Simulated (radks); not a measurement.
Task: Valence configurations of Br I (all share [Ar]). Calculated with a radial shooting solver on a logarithmic mesh with Libxc functionals: scalar-relativistic Kohn-Sham, PBE, spin-polarised, spherical densities, finite nucleus; open shells are filled with parallel spins first; Fermi nuclear charge, rms radius 4.1629 fm. Order these by energy: 3d10 4s1.5 4p5.5; 3d10 4s2 4p5; 3d9 4s2 4p6; 3d10 4s1 4p6.

Result: From the lowest, in eV above it: 3d10 4s2 4p5 0.000; 3d10 4s1.5 4p5.5 6.139; 3d10 4s1 4p6 12.300; 3d9 4s2 4p6 64.083. NIST lists [Ar] 3d10 4s2 4p5 as the ground configuration; this level of theory agrees among the configurations tried. The energies are those of spherical high-spin densities, not of single terms.
